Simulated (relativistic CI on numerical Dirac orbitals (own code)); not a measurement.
Hyperfine structure of Ga⁹⁺, mass number 69

Calculated at this level of theory: Dirac-Coulomb-Breit CI, separate exchange-only KLI orbitals for each configuration, a model potential for QED, unscaled Slater integrals (own radial code, finite nucleus).

Configuration list (outside the closed core [Ne]): 3s²3p⁶3d⁴, 3s²3p⁵3d⁵, 3s3p⁶3d⁵, 3s²3p⁶3d³4s, 3s²3p⁶3d³4p, 3s²3p⁶3d³4d, 3s²3p⁶3d²4s4p, 3s²3p⁶3d³4f, 3s²3p⁶3d³5s, 3s²3p⁶3d³5p, 3p⁶3d⁶, 3p⁵3d⁷, 3s²3p⁶3d²4s², 3s²3p⁶3d4s²4p, 3s²3p⁶3d4s²4d, 3s²3p⁶3d4s²4f, 3s²3p⁶3d²4p², 3s²3p⁶3d4s4p², 3s²3p⁶3d4p³, 3s²3p⁶3d4p²4d, 3s²3p⁶3d4p²4f, 3s²3p⁶3d²4s4d, 3s²3p⁶3d4s4p4d, 3s²3p⁶3d4s4d², 3s²3p⁶3d4s4d4f. Double excitations out of closed p, d and f shells are left out; levels of such configurations are missing from the list, as are those of other unlisted configurations, and high levels can miss mixing partners.

Nuclear spin I = 3/2, μ = 2.01502 μN, Q = 0.171 b (tables of Stone and Pyykkö). The electronic factors are computed for point nuclear moments, without core polarisation or the Bohr-Weisskopf and QED corrections.

```tsv
Level	E (cm⁻¹)	A (MHz)	B (MHz)
3s²3p⁶3d⁴ ⁵D1	635.4	470.2	140
3s²3p⁶3d⁴ ⁵D2	1774.4	717.7	87.6
3s²3p⁶3d⁴ ⁵D3	3278.1	1022	-100
3s²3p⁶3d⁴ ⁵D4	5040.1	1351	-409
3s²3p⁶3d⁴ ³H4	43451.5	2465	220
3s²3p⁶3d⁴ ³H5	44895.1	2138	236
3s²3p⁶3d⁴ ³H6	46148.5	2078	206
3s²3p⁶3d⁴ ³P1	46228.7	1025	-18.4
```

Levels with J = 0, under 50 % of one LS term, or S terms without an open s electron are left out. Small factors come from cancelling terms and can be off by tens of per cent or more.

At this charge energies of transitions that change n are usually good to better than 1 %, and those within a shell (Δn = 0) to a few per cent. Terms inside the open d or f shell come out 10 to 20 % too wide with unscaled integrals.

Problem. Give the hyperfine levels of 3s²3p⁶3d⁴ ⁵D3 relative to its centre of gravity.

Solution. With K = F(F + 1) − I(I + 1) − J(J + 1), E = AK/2 + B[¾K(K + 1) − I(I + 1)J(J + 1)]/[2I(2I − 1)J(2J − 1)]: F = 3/2: -6193, F = 5/2: -3563, F = 7/2: 50.01, F = 9/2: 4575 MHz.
